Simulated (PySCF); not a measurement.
## Antimony: a sound run and one with changed settings

Sound run: Sb(2+) [Kr] 4d10 5s2 5p1, Sb(3+) [Kr] 4d10 5s2. All numbers are calculated (PySCF 2.14, scalar relativity through the core potential, in def2-SVP with the def2 core potential (28 electrons)). In the sound run the correlated levels freeze 4s2 4p6 4d10 outside the core potential. The sound run starts from symmetry-adapted Hartree-Fock orbitals and uses a fine grid where one is needed.

Changed run: all electrons correlated in a basis built for the valence shell.

```tsv
species	method	sound run (hartree)	changed run (hartree)	converged
Sb(2+)	MP2	-238.39714	-238.42644	yes
Sb(3+)	MP2	-237.50620	-237.53368	yes
```

Ionisation energy of Sb(2+):

```tsv
method	sound run (eV)	changed run (eV)
UHF	24.113	24.113
MP2	24.244	24.293
SCS-MP2	24.227	24.253
```

A valence basis has no tight correlating functions, so it recovers only part of the core correlation, and not evenly between atom and ion.

For comparison, NIST gives 25.323 eV between the lowest levels.
